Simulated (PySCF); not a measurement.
## Radial density of Zr⁺ (zirconium, charge +1)

UHF, [Kr] 4d3, high-spin 4F determinant (an excited configuration). Computed with PySCF 2.14 in x2c-QZVPPall (13s8p7d3f2g, 111 functions), with the spin-free X2C one-electron Hamiltonian (Gaussian nucleus).

```csv
r (bohr),4πr²ρ (e/bohr),4πr²(ρα − ρβ)
0.0373,46.22,-0.0049
0.0627,43.78,-0.0092
0.105,60.87,0.0174
0.177,45.40,0.1521
0.298,41.83,0.2310
0.502,34.22,0.0281
0.844,9.717,0.2292
1.42,7.757,1.3706
2.39,1.841,1.0974
4.02,0.2178,0.2105
6.76,0.005717,0.0057
11.4,1.236e-05,0.0000
```

Densities and radii are taken from the X2C orbitals without a picture-change correction, which distorts them close to the nucleus.

Q: Where is the radial spin density 4πr²(ρα − ρβ) most negative, and why is it negative at all?

A: Around r = 0.0627 bohr, down to -0.0092 e/bohr: exchange with the open shell polarises the paired shells in an unrestricted calculation.
